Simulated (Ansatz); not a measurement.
`[SiH3]OBS` + `BN` → `BN[SiH3]` + `OBS`  (ligand exchange at the Si–O bond)

Gas-phase electronic energies from Ansatz, PBE0-D4/def2-TZVP geometries. CBS: MP2 limit from def2 TZ/QZ plus the TZ coupled-cluster correction, frozen cores. This one scheme is used for every species. Functionals use def2-TZVPP. Each species was taken in one conformer, which may not be the lowest.

(1) Is it downhill or uphill in electronic energy at CCSD(T)/CBS, and by how much? (Estimate.)

(2) What do these levels give: BLYP-D4, PBE0-D4, CAM-B3LYP-D4, ωB97M-V, BHLYP, SCS-MP2/def2-TZVPP? (An estimate is asked.)

Largest T1 diagnostic among the species: 0.013.

Answers

(1) Computed: Uphill: ΔE = +10.9 kcal/mol.

(2) Ansatz gave: BLYP-D4 11.8, PBE0-D4 10.4, CAM-B3LYP-D4 12.1, ωB97M-V 10.8, BHLYP 12.1, SCS-MP2/def2-TZVPP 11.1 kcal/mol.

At CCSD(T), def2-SVP lies −1.9 kcal/mol from the extrapolated value and def2-TZVPP −0.3 kcal/mol. From BLYP to BHLYP (50 % exact exchange), in def2-TZVPP and without D4, ΔE moves by +0.8 kcal/mol. Leaving LDA and LC-ωPBE aside and taking each functional with its dispersion term where it has one, the values, not all of them listed here, spread over 2.9 kcal/mol, from revPBE-D4 to BHLYP-D4.
